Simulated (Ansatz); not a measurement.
`CSB(F)Cl` + `[OH][AlH][SH]` → `C[O][AlH][SH]` + `FB(S)Cl`  (substitution at a C–S bond)

Computed with Ansatz on PBE0-D4/def2-TZVP structures; ΔE is electronic, products minus reactants. CBS: MP2 limit from def2 TZ/QZ plus the TZ coupled-cluster correction, frozen cores. Functionals use def2-TZVPP. B3LYP here is the variant with VWN-RPA as its local correlation; programs differ in this. Each species was taken in one conformer, which may not be the lowest.

```tsv
level	ΔE (kJ/mol)	difference from CCSD(T)/CBS
LDA (SPW92)	49.1	-5.6
PBE-D4	51.7	-3.0
r2SCAN-D4	52.1	-2.6
B3LYP-D4	46.4	-8.3
ωB97X-V	48.0	-6.7
B2PLYP	49.1	-5.6
HF/def2-TZVPP	38.8	-15.9
CCSD/def2-TZVPP	47.5	-7.2
MP2/def2-QZVPP	59.5	4.8
CCSD/CBS(def2)	52.8	-1.9
CCSD(T)/CBS	54.7	0
```

Largest T1 diagnostic among the species: 0.012.

In def2-TZVPP, CCSD(T) changes the Hartree–Fock value by +10.7 kJ/mol (the triples alone add +2.0 kJ/mol) and MP2 by +17.8 kJ/mol. At CCSD(T), def2-SVP lies −26.4 kJ/mol from the extrapolated value and def2-TZVPP −5.2 kJ/mol. Leaving LDA and LC-ωPBE aside and taking each functional with its dispersion term where it has one, the values, not all of them listed here, spread over 8.8 kJ/mol, from CAM-B3LYP-D4 to PBE-QIDH.
